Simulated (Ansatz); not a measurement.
Total energies of C₃H₁₂ClN₃Zr (`C[NH][Zr]([Cl])([NH]C)[NH]C`).

Z-matrix (Å, degrees):
```
Zr
N 1 2.024
N 1 2.024 2 107.1
N 1 2.024 2 107.1 3 114.6
Cl 1 2.407 2 111.8 3 -122.7
C 1 3.058 2 99.8 3 -23.1
C 1 3.059 2 130.2 3 119.6
C 1 3.057 2 23.6 3 -170.6
H 2 1.011 1 125.4 3 -4.7
H 3 1.011 1 125.4 2 109.8
H 4 1.011 1 125.3 2 -4.9
H 6 1.096 1 76.3 2 -66.6
H 6 1.096 1 122.9 2 -167.6
H 6 1.097 1 126.0 2 34.4
H 7 1.096 1 123.0 2 69.6
H 7 1.097 1 125.9 2 -88.3
H 7 1.096 1 76.3 2 170.7
H 8 1.096 1 76.2 2 -177.4
H 8 1.096 1 123.0 2 81.6
H 8 1.097 1 125.9 2 -76.4
```

Charge 0, multiplicity 1. Correlated methods include outer-core shells of Zr, which these sets cover unevenly. Zr takes the def2 core potential. Geometry: relaxed with PBE0-D4/def2-TZVP. It is one conformer, not always the lowest. Basis def2-TZVPP, Ansatz 0.2.0.

RPA on PBE orbitals: Hartree–Fock energy of these orbitals -790.17113 Eh, correlation -2.75696 Eh (frozen core).

```tsv
functional	energy without D4 (Eh)	D4 term (kJ/mol)
LDA (SPW92)	-789.28102	–
PBE	-792.82200	-49.2
revPBE	-793.23035	-133.2
BLYP	-793.20888	-102.1
r2SCAN	-793.19560	-13.9
B97M-V	-793.23576	–
PBE0	-792.86072	-42.8
B3LYP	-793.41132	-77.7
r2SCANh	-793.16336	-14.8
r2SCAN0	-793.11736	-16.3
HSE06 (plane-wave form)	-792.83583	-40.4
BHLYP	-793.09355	-63.9
CAM-B3LYP	-793.19630	-44.3
LC-ωPBE	-793.07820	–
ωB97X-V	-793.18087	–
ωB97M-V	-793.11988	–
B2PLYP	-792.90849	–
PBE-QIDH	-792.68442	–
```

B3LYP takes the VWN-RPA correlation (the form of Gaussian; ORCA's B3LYP/G). HSE06 is the plane-wave form, built on full-range PBE exchange. The double hybrids freeze the cores in their second-order part.

LC-ωPBE has ω = 0.4 bohr⁻¹.
